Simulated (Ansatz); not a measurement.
Reaction (cleavage of the Si–Sn bond): `[CH3][SnH2][SiH2]F` + `CN[SiH2]O` → `CN([SiH2]O)[SiH2]F` + `[CH3][SnH3]`

Program: Ansatz. Geometries: PBE0-D4/def2-TZVP. ΔE: electronic, gas phase. CCSD(T)/CBS is the MP2 limit (def2-TZVPP, def2-QZVPP) plus CCSD(T) − MP2 in def2-TZVPP, frozen cores. Functionals use def2-TZVPP. def2 core potentials past Kr. For Sn outer-core shells are correlated without core-valence functions, which leaves a few kJ/mol of doubt a bond. Each species was taken in one conformer, which may not be the lowest.

```csv
level,ΔE (eV)
r2SCAN-D4,-0.64
r2SCAN,-0.63
CCSD(T)/def2-TZVPP,-0.73
MP2/CBS(def2),-0.69
```

**Question.** What does CCSD(T)/CBS give? (An estimate is asked.)

**Answer.** Ansatz gave: -0.66 eV. The listed levels differ from it by 0.02, 0.03, -0.07, -0.03 eV.

Largest T1 diagnostic among the species: 0.012.

From PBE to PBE0 (25 % exact exchange), in def2-TZVPP and without D4, ΔE moves by −0.06 eV. The D4 term adds −0.08 eV with B3LYP and −0.04 eV with PBE0; it sums over pairs of atoms, weighted by their polarisabilities, and B3LYP, whose exchange is more repulsive, gets the larger term.

B3LYP here is the variant with VWN-RPA as its local correlation; programs differ in this.
